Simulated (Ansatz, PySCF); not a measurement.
Al(H)(Br)(OMe) (CH₄AlBrO), SMILES C[O][AlH][Br].

Geometry optimised at PBE0-D3(BJ)/def2-SVP. The structure was generated by enumeration; whether it is a known compound was not checked. Other conformers were not sampled.

Vertical ionisation energy (IE) and electron affinity (EA) in eV. Rows of orbital energies are one-electron estimates. Where ΔSCF, EOM or ADC give a negative EA the extra electron is unbound and the value depends on the basis.

```json
[
 {"level": "−ε(HOMO), −ε(LUMO), CAM-B3LYP/def2-TZVP (PySCF)", "IE": "(withheld)", "EA": "(withheld)"},
 {"level": "−ε(HOMO), −ε(LUMO), PBE/def2-TZVP (PySCF)", "IE": "6.90", "EA": "1.66"},
 {"level": "ΔSCF, CAM-B3LYP/def2-SVPD (Ansatz), final states of multiplicity 2 and 2", "IE": "10.75", "EA": "-0.68"},
 {"level": "ΔSCF, PBE/def2-SVPD (Ansatz), final states of multiplicity 2 and 2", "IE": "9.98", "EA": "-0.51"}
]
```

Question: What belongs in the gaps? (Estimate from the structure and the level; the computed values follow.)

Answer: 
- −ε(HOMO), −ε(LUMO), CAM-B3LYP/def2-TZVP (PySCF), IE: 9.79
- −ε(HOMO), −ε(LUMO), CAM-B3LYP/def2-TZVP (PySCF), EA: -0.03

Question: What vertical singlet–triplet gap does ΔSCF give with CAM-B3LYP/def2-SVPD (Ansatz, a program for electronic structure) and with PBE/def2-SVPD (Ansatz)? (Estimate from the structure and the level; the computed values follow.)

Answer: 6.36 and 5.37 eV (triplet above singlet where positive).
